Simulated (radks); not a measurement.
Results of a calculation; reference values are marked as such.
Question: Tb28+, configuration [Kr] 4d1. Code: a radial shooting solver on a logarithmic mesh with Libxc functionals. Model: Dirac Kohn-Sham, PBE, spin-unpolarised, spherical densities, point nucleus; open shells are shared between the two j in proportion to 2j + 1. Some entries of the table are withheld. Estimate them.

| orbital | occ. | eigenvalue (eV) | <1/r> (bohr^-1) | <r> (bohr) |
|---|---|---|---|---|
| 1s1/2 | 2 | -52786.63 | 73.12 | 0.02150 |
| 2s1/2 | 2 | -9565.147 | 17.49 | 0.09090 |
| 2p1/2 | 2 | -9139.138 | 17.46 | 0.07585 |
| 2p3/2 | 4 | -8392.016 | 15.36 | 0.08278 |
| 3s1/2 | 2 | -2852.719 | 6.441 | 0.2369 |
| 3p1/2 | 2 | (1) | 6.356 | (2) |
| 3p3/2 | 4 | (3) | 5.826 | (4) |
| 3d3/2 | 4 | -2200.255 | 5.704 | 0.2110 |
| 3d5/2 | 6 | -2165.601 | 5.573 | 0.2149 |
| 4s1/2 | 2 | -1221.665 | 2.968 | 0.4947 |
| 4p1/2 | 2 | -1146.275 | 2.895 | 0.4956 |
| 4p3/2 | 4 | -1100.914 | 2.726 | 0.5154 |
| 4d3/2 | 0.4 | -976.9039 | 2.600 | 0.5116 |
| 4d5/2 | 0.6 | -967.3205 | 2.559 | 0.5172 |

Answer: 
(1) 3p1/2 eigenvalue (eV): -2669.453
(2) 3p1/2 <r> (bohr): 0.2264
(3) 3p3/2 eigenvalue (eV): -2511.913
(4) 3p3/2 <r> (bohr): 0.2391
